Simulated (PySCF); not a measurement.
# Orbital picture of CdI⁺

PBE at R = 2.581 Å; PySCF, scalar-relativistic core potentials, basis sets Cd def2-SVP with ECP28, I def2-SVP with ECP28. State: ¹Σ⁺ (singlet), closed shell. Only the outer orbitals are listed, counted within each symmetry, core potentials removing the inner ones.

| orbital | occ. | ε (eV) | on Cd (%) | main shells (%) |
| --- | --- | --- | --- | --- |
| 4π | 2 | -20.20 | 100 | 100 Cd d |
| 4π | 2 | -20.20 | 100 | 100 Cd d |
| 7σ | 2 | -20.14 | 88 | 88 Cd d, 10 I s |
| 2δ | 2 | -20.04 | 100 | 100 Cd d |
| 2δ | 2 | -20.04 | 100 | 100 Cd d |
| 8σ | 2 | -14.31 | 49 | 49 I p, 45 Cd s |
| 5π | 2 | -11.85 | 5 | 95 I p |
| 5π | 2 | -11.85 | 5 | 95 I p |
| 9σ | 0 | -11.01 | 66 | 50 Cd s, 34 I p, 16 Cd p |
| 6π | 0 | -6.73 | 95 | 95 Cd p |
| 6π | 0 | -6.73 | 95 | 95 Cd p |

Question: Which are the highest filled and the lowest empty level, where do they sit, and how wide is the gap?

Answer: Highest filled 5π at -11.85 eV (in %: 95 I p); lowest empty 9σ at -11.01 eV (in %: 50 Cd s, 34 I p, 16 Cd p); the gap at PBE is 0.84 eV.

* bond order (Mayer): 1.40
* ⟨S²⟩: 0.000
* charge on Cd (Mulliken, basis-dependent): 0.82
* charge on Cd (Löwdin, basis-dependent): 0.67
* dipole moment (positive dipole points towards I; it is taken about the centre of mass and depends on that origin): -5.46 D
* polarisability along the bond: 82.9 bohr³
* polarisability across the bond: 34.0 bohr³

Spin–orbit coupling is left out.
